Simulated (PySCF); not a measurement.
Telling isomers of C3H11NO2Si2 apart by NMR

- PBE0/pcSseg-1 with gauge-including orbitals
- structure optimised with GFN2-xTB
- run in PySCF 2.14.0 with density-fitted response routines
- relativity neglected, gas phase, one conformer, averaged over atoms made equivalent by symmetry, fast rotation or ring inversion

Scale: TMS for $^{1}$H, $^{13}$C (reference shieldings calculated alike). Where no couplings were computed, multiplicities follow the n + 1 count of equivalent neighbours, and m marks all less simple cases (inequivalent or close neighbours, rings, F or P nearby). Acid and N–H amide carbonyl carbons lie up to 10 ppm further downfield in solution (hydrogen bonding). Shifts are as computed. Against solution values, carbons near 30 ppm lie about +3 ppm off and those near 130 ppm about +5 ppm. Of 1309 compounds with measured shifts, 239 miss one by over three times the rms of a fit or turn the order of signals round; such compounds aren't used in these exercises. OH and NH positions are gas-phase values without hydrogen bonding to other molecules.

(1) Tabulate the signals of `C[C@H](C=O)O[SiH2]N[SiH3]`, `CNC(=O)[C@H]([SiH3])O[SiH3]`, `CC(=O)O[Si@@](C)(N)[SiH3]` and their relative energies.

(2) What is the quickest way to tell CNC(=O)[C@H]([SiH3])O[SiH3] from CC(=O)O[Si@@](C)(N)[SiH3]?

(3) What is the quickest way to tell C[C@H](C=O)O[SiH2]N[SiH3] from CC(=O)O[Si@@](C)(N)[SiH3]?

(4) What is the quickest way to tell C[C@H](C=O)O[SiH2]N[SiH3] from CNC(=O)[C@H]([SiH3])O[SiH3]?

## Answers

(1) 
```tsv
SMILES	carbon types	δC	δH	E rel. (kcal/mol)
C[C@H](C=O)O[SiH2]N[SiH3]	2×CH 1×CH3	210.0, 80.3, 18.9	9.72 (d, 1H), 5.56 (d, 1H), 5.38 (d, 1H), 4.81 (m, 1H), 4.68 (s, 3H), 1.42 (d, 3H), -0.38 (br s, 1H)	28.8
CNC(=O)[C@H]([SiH3])O[SiH3]	1×C 1×CH 1×CH3	178.0, 65.1, 26.6	5.04 (s, 3H), 4.37 (q, 1H), 4.12 (br, 1H), 3.92 (d, 3H), 3.23 (d, 3H)	49.5
CC(=O)O[Si@@](C)(N)[SiH3]	1×C 2×CH3	179.9, 24.6, 2.4	3.44 (s, 3H), 2.17 (s, 3H), 0.38 (br s, 2H), 0.29 (s, 3H)	0.0
```

Energies are electronic energies at PBE0/pcSseg-1 on these geometries, without zero-point or thermal terms, each for the one conformer computed, which needn't be the lowest.

(2) Both give the same number of carbon signals, but DEPT or the intensities differ. The first has an sp3 CH bonded to O and Si, α to a carbonyl at 65.1 ppm, the second a methyl carbon bonded to Si (CH3) at 2.4 ppm. Their most deshielded carbons lie at 178.0 and 179.9 ppm. In the proton spectra the most deshielded non-exchanging signals are 5.04 (s, 3H) and 3.44 (s, 3H).

(3) Both give the same number of carbon signals, but DEPT or the intensities differ. The first has an aldehyde carbonyl carbon (CH) at 210.0 ppm, the second a carbonyl carbon (C) at 179.9 ppm. In the proton spectra the most deshielded non-exchanging signals are 9.72 (d, 1H) and 3.44 (s, 3H).

(4) Both give the same number of carbon signals, but DEPT or the intensities differ. The first has an aldehyde carbonyl carbon (CH) at 210.0 ppm, the second an amide carbonyl carbon (C) at 178.0 ppm. In the proton spectra the most deshielded non-exchanging signals are 9.72 (d, 1H) and 5.04 (s, 3H).
